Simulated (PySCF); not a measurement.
Polarisability and C₆ of Tc⁺ (technetium, charge +1)

[Kr] 4d5 5s1, high-spin 7S determinant. Computed with PySCF 2.14 in aug-cc-pVTZ-PP with one added diffuse shell each of s, p, d, f, g type with ECP28MDF (7s7p6d4f3g, 113 functions), with scalar relativity through the core potential. Coupled (time-dependent) response in atomic units; α is the mean over directions.

| method | mean α (bohr³) | C₆ (like pair) | S(−4) |
| --- | --- | --- | --- |
| B3LYP | 34.87 | 257.8 | 710.2 |

S(−4) is the Cauchy moment in α(ω) = α(0) + S(−4) ω² + …

α(iu) at B3LYP:

| u (hartree) | α(iu) (bohr³) |
| --- | --- |
| 0 | 34.87 |
| 0.0500 | 33.21 |
| 0.100 | 29.27 |
| 0.200 | 20.95 |
| 0.300 | 15.36 |
| 0.500 | 9.640 |
| 0.750 | 6.435 |
| 1.00 | 4.731 |
| 1.50 | 2.930 |
| 2.00 | 1.998 |
| 3.00 | 1.086 |
| 5.00 | 0.4537 |

A single London oscillator, α(iu) = α/(1 + u²/ω²), gives C₆ = (3/4) ω α². Matching the computed C₆ needs ω = 4 × 257.8 / (3 × 34.87²) = 0.283 hartree.

For an ion, C₆ is the dispersion term alone; charge-induced terms of lower order in 1/R come first.

Energies and moments cover only the electrons outside the core potential.
